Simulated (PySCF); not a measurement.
Ligands exchanged one at a time, In F-CH3. Gas-phase values, no solvent. Strings in code marks are SMILES.

The numbers are results of B3LYP-D3(BJ)/def2-TZVP in PySCF, not measurements. B3LYP has the VWN-RPA correlation part, as in Gaussian. Delta-SCF ions had no search for a lower state. Excitations are Tamm–Dancoff values on a coarser integration grid. The basis has no diffuse functions, so Rydberg states are missing or too high.

| species | dipole moment (D) | brightest of the four lowest singlets (TDA) (eV) | vertical ionisation energy (Delta-SCF) (eV) |
|---|---|---|---|
| 0 of 3 F replaced by CH3 (`[F][In]([F])[F]`) | 0.00 | – | 13.50 |
| 1 of 3 F replaced by CH3 | 4.72 | 6.29 | 11.36 |
| 2 of 3 F replaced by CH3 (`[F][In]([CH3])[CH3]`) | 3.76 | 6.40 | 9.67 |
| 3 of 3 F replaced by CH3 (`[CH3][In]([CH3])[CH3]`) | 0.01 | 6.05 | – |
